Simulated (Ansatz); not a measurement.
Input file for CH6AlFOSi (`[CH3][AlH][SiH](O)F`):

```yaml
crystal:
  periodic: [false, false, false]
  atoms:
    - {symbol: C, position_ang: [-1.432329, 0.658058, -1.232711]}
    - {symbol: Al, position_ang: [0.273368, -0.290531, -1.106514]}
    - {symbol: Si, position_ang: [1.353840, -0.504879, 1.118154]}
    - {symbol: O, position_ang: [0.269923, -0.634716, 2.352328]}
    - {symbol: F, position_ang: [2.240308, 0.828307, 1.328544]}
    - {symbol: H, position_ang: [-1.700844, 0.912290, -2.260688]}
    - {symbol: H, position_ang: [-1.435432, 1.578775, -0.641038]}
    - {symbol: H, position_ang: [-2.236747, 0.028635, -0.832458]}
    - {symbol: H, position_ang: [0.943175, -0.939097, -2.396818]}
    - {symbol: H, position_ang: [2.275557, -1.648538, 1.344647]}
    - {symbol: H, position_ang: [-0.485419, -0.045302, 2.347153]}
basis:
  gaussian: {orbitals: def2-TZVPP}
correlation: {method: ccsd_t}
output: {orbitals: {seedname: orbitals}}
```

```sh
$ ansatz run in.yaml --threads 4 --pin off --events-out ev --progress --plain --max-ram 10444MiB
```

Log, shortened:

```
Functional definition: HF
1548 factors; integrals over basis functions are off by at most 1.0e-3 eV
mean field evaluation 1: about -20314.3766 eV, gradient 5.0e1 eV
mean field evaluation 2: about -20314.5889 eV, gradient 5.1e1 eV
mean field evaluation 4: about -20319.7767 eV, gradient 3.9e0 eV
mean field evaluation 8: about -20319.8576 eV, gradient 2.8e-1 eV
mean field -20319.85793504 eV, -746.7410058185 hartree, gradient 2.8e-6 eV, S^2 0.000000; 0 other end points of the search recorded, 0 dependent functions left out
13 core orbitals not correlated: weight in the atoms' cores, before any rotation towards them, 1.000 or more for the frozen orbitals, at most 0.000 for the correlated occupied ones
reference -20319.85793504 eV, -746.7410058185 hartree; 15, 15 occupied and 233, 233 virtual orbitals, 1548 factors
second order -23.52751630 eV of doubles, -0.00000000 eV of singles
cycle   1  -23.96693207 eV  change   -4.4e-1 eV  update   1.1e-1
cycle   2  -24.52601606 eV  change   -5.6e-1 eV  update   3.2e-2
cycle   3  -24.65911973 eV  change   -1.3e-1 eV  update   1.7e-2
cycle   4  -24.64617069 eV  change    1.3e-2 eV  update   3.8e-3
cycle   5  -24.64404073 eV  change    2.1e-3 eV  update   1.8e-3
cycle   6  -24.64495789 eV  change   -9.2e-4 eV  update   6.0e-4
cycle   7  -24.64480667 eV  change    1.5e-4 eV  update   2.4e-4
cycle   8  -24.64468109 eV  change    1.3e-4 eV  update   8.4e-5
cycle   9  -24.64469731 eV  change   -1.6e-5 eV  update   3.1e-5
perturbative correction -0.81888342 eV, -0.0300934106 hartree
Total energy: -20345.32151577 eV, -747.6767751504 hartree
```

It took 120 s on 4 threads of an Arm Neoverse V2 on a shared host, with 6 GiB of host memory at the peak.

The correlation energy is -25.464 eV, 3.2 % of it from (T); the T1 diagnostic reads 0.0119.
